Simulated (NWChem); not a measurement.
System: C2H6BCl; SMILES CB(C)Cl

Input file for NWChem:

```
start job
memory heap 200 mb stack 900 mb global 1100 mb
geometry units angstroms noautosym nocenter noautoz
  B      0.001637    -0.393669    -0.054574
  Cl     0.042910     1.365320    -0.290889
  C      1.362312    -1.155231     0.064279
  H      1.628101    -1.489298    -0.957297
  H      1.283785    -2.068843     0.673667
  H      2.195045    -0.534224     0.422604
  C     -1.393390    -1.096080     0.023256
  H     -1.360808    -2.140707    -0.323013
  H     -2.198820    -0.553925    -0.491372
  H     -1.667980    -1.136180     1.095102
end
basis spherical
  * library def2-svpd
end
dft
  xc xpbe96 cpbe96
  iterations 150
end
property
  response 1 0.0
end
task dft property
```

The geometry was optimised at PBE0/def2-SVP.

Static field.

Task: Predict the main results of this run. (PBE/def2-SVPD.) Quantities: isotropic polarisability (bohr³); anisotropy (bohr³).

Result: 
| Quantity | Value |
|---|---|
| isotropic polarisability (bohr³) | 56.6 |
| anisotropy (bohr³) | 17.5 |
